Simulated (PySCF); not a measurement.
Cd(Br)(OH), HBrCdO, SMILES [OH][Cd][Br] (PBE0/def2-SVP optimised geometry):

```
4

Cd     0.041     0.380     0.000
Br    -2.357     0.518     0.000
O      2.006     0.380     0.000
H      2.357    -0.518     0.002
```

Method: PBE0/def2-TZVP, def2 effective core potentials past Kr run with PySCF 2.14.0.

Task: What are the frontier orbital energies and the dipole moment?

Result: HOMO-2 -8.62 eV, HOMO-1 -8.35 eV, HOMO -8.16 eV, LUMO -1.90 eV, LUMO+1 -0.46 eV; dipole moment 1.63 D.

On the same geometry PBE/def2-TZVP, def2 effective core potentials past Kr (PySCF) gives HOMO-2 -7.22 eV, HOMO-1 -7.09 eV, HOMO -6.69 eV, LUMO -2.77 eV, LUMO+1 -1.15 eV; dipole moment 1.59 D.
